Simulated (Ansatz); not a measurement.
Relaxation of CH$_{3}$Cl$_{3}$Sn (8 atoms, charge 0, multiplicity 1), to a largest force component of 0.02 eV/Å in at most 40 steps.

All numbers below come from RKS PBE/def2-SVP in Ansatz 0.2.0.

```xyz
8
Properties=species:S:1:pos:R:3
Sn 0.000 0.000 0.000
C 0.000 0.000 2.150
H -1.000 -0.309 2.521
H 0.768 -0.711 2.521
H 0.232 1.020 2.521
Cl 2.273 0.000 -0.802
Cl -1.135 1.967 -0.802
Cl -1.135 -1.967 -0.802
```

**Question.** Where does it end, and by what steps?

**Answer.** The forces met the threshold. The force dipped under the threshold on the way, but the program's further checks kept it going. After 16 steps the energy has fallen by 0.070 eV; H4 moved furthest, 0.53 Å.

```tsv
step	energy less start (eV)	largest force component (eV/Å)	accepted
0	0.0000	0.616	yes
1	-0.0570	0.264	yes
2	-0.0654	0.047	yes
3	-0.0656	0.014	yes
4	-0.0660	0.041	yes
5	-0.0665	0.058	yes
6	-0.0671	0.047	yes
7	-0.0675	0.074	yes
8	-0.0668	0.108	no
9	-0.0681	0.019	yes
10	-0.0685	0.056	yes
11	-0.0686	0.071	yes
12	-0.0690	0.055	yes
13	-0.0693	0.020	yes
14	-0.0696	0.031	yes
15	-0.0696	0.065	yes
16	-0.0698	0.018	yes
```

```xyz
8
Properties=species:S:1:pos:R:3
Sn 0.001 0.000 0.037
C 0.000 0.000 2.190
H -0.722 -0.766 2.528
H 1.025 -0.242 2.528
H -0.302 1.009 2.528
Cl 2.181 -0.258 -0.835
Cl -0.866 2.016 -0.836
Cl -1.314 -1.758 -0.836
```

The run took 44 s on 2 threads of Arm Neoverse V1 (shared host), peak memory 0.16 GiB.
